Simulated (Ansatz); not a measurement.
Energy landscape of H₂B, doublet: symmetric bend, bond length relaxed. Scanned: H-B-H angle. Other coordinates (B-H bond length) were minimised at PBE0/def2-TZVP. Each profile is relative to its own lowest point.

```
a / °      A     B     C
------  ----  ----  ----
172.18   5.8   6.4   9.4
161.67   4.4   4.8   7.1
152.03   2.6   2.8   4.3
139.80   0.6   0.7   1.2
130.66   0.0   0.0   0.0
120.12   0.7   0.8   0.5
108.74   3.7   4.0   3.8
102.05   6.8   7.3   7.4
89.53   15.4  16.6  17.5
82.48   22.2  23.8  25.4
71.76   35.3  37.8  40.7
60      54.0  57.6  62.3
```

Energies in kcal/mol.

Problem. Which curve belongs to which method? The methods are UHF/aug-cc-pVDZ (Ansatz, a first-principles code); unrestricted CAM-B3LYP/aug-cc-pVDZ (Ansatz); unrestricted PBE/aug-cc-pVDZ (Ansatz).

Solution. A is UKS-PBE/aug-cc-pVDZ; B is UKS-CAM-B3LYP/aug-cc-pVDZ; C is UHF/aug-cc-pVDZ.

The scan ran from 180.0 to 60.0; beyond the range shown the relaxed coordinates jump or full CI changes its symmetry label.
